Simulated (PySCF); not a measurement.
Dissociation curve of Li2 (cation, charge +1), doublet.

Calculation: CCSD(T) on UHF/cc-pVDZ (PySCF).

### Question
Relative to R = 3.14 Å, what are the energies at R = 3.44, 7.11, 7.86, 8.64 Å?

### Answer
0.7 kcal/mol at 3.44 Å, 25.1 kcal/mol at 7.11 Å, 26.8 kcal/mol at 7.86 Å, 27.9 kcal/mol at 8.64 Å.
